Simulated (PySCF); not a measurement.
# Substituent chemical shifts

Parent skeleton `[SiH3:1][N:2]([SiH3:3])[SiH:4]([SiH3:5])[Cl:6]`; one hydrogen on atom 5 is replaced by X. Hydrogens on one atom are averaged.

Rapidly exchanging positions averaged, in vacuum, non-relativistic Hamiltonian, a single conformation. GIAO PBE0/pcSseg-1 shieldings; GFN2-xTB structure; PySCF 2.14.

Scale: $^{29}$Si (σ = 349.16 ppm), $^{1}$H (σ = 31.72 ppm) vs TMS; NH3 for $^{15}$N (σ = 267.73 ppm); $^{35}$Cl (σ = 949.78 ppm) vs HCl (reference shieldings calculated alike).

Q: Give δ (ppm) for X = NHSiH3, C2H5, CN, vinyl, N=CH2, propynyl, ethynyl.

A: 
```tsv
X	SMILES	Si1/Si3	N2	Si4	Si5	Cl6	H(Si1)/H(Si3)	H(Si4)	H(Si5)
NHSiH3	[SiH3]N[SiH2][Si@@H](Cl)N([SiH3])[SiH3]	-47.9	3.6	-2.1	-53.6	6.0	4.89	6.05	5.09
C2H5	CC[SiH2][Si@H](Cl)N([SiH3])[SiH3]	-48.2	16.1	8.0	-71.3	42.3	4.80	5.90	3.96
CN	N#C[SiH2][Si@H](Cl)N([SiH3])[SiH3]	-46.2	8.0	-3.1	-110.8	20.5	4.88	6.22	4.25
vinyl	C=C[SiH2][Si@H](Cl)N([SiH3])[SiH3]	-53.6	1.4	4.3	-72.2	25.3	4.70	5.92	4.33
N=CH2	C=N[SiH2][Si@@H](Cl)N([SiH3])[SiH3]	-56.2	-8.0	1.4	-50.5	19.5	4.65	5.90	5.41
propynyl	CC#C[SiH2][Si@H](Cl)N([SiH3])[SiH3]	-49.1	16.6	4.4	-93.6	54.2	4.72	5.80	4.48
ethynyl	C#C[SiH2][Si@@H](Cl)N([SiH3])[SiH3]	-54.8	-7.0	-3.3	-102.2	20.2	4.74	5.95	4.31
```

Q: Which position responds most, and to which substituents?

A: Si5: from -110.8 ppm with CN to -50.5 ppm with N=CH2.

Experimental scales use liquid or dissolved standards, which lie at an offset from isolated NH3 (liquid NH3: subtract about 20 ppm).
